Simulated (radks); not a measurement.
Task: These are the eigenvalues of the occupied orbitals of an atom or ion with whole-number occupations (eV). Calculated with a radial shooting solver on a logarithmic mesh with Libxc functionals: non-relativistic Kohn-Sham, exchange-only PBE, spin-polarised, spherical densities, point nucleus.

| orbital | eigenvalue |
|---|---|
| 1s up | -4427.355 |
| 1s down | -4426.987 |
| 2s up | -524.4936 |
| 2s down | -524.1730 |
| 2p up | -442.9572 |
| 2p down | -442.4943 |
| 3s up | -104.4089 |
| 3s down | -102.6031 |
| 3p up | -82.8103 |
| 3p down | -81.0835 |

Which element is it, and in what charge state? The configuration may be excited. Open shells, if any, are filled with parallel spins first.

Result: Z = 21, scandium, charge +4: Sc4+ in [Ne] 3s2 3p5. The list shows which subshells hold electrons but not how many an open one holds; the 1s level, -162.7 hartree, gives Z - s = 18.0 by -(Z - s)^2/2, which with screening narrows Z to a few neighbours, and the depths of the outer levels then fix element, charge and occupations together.
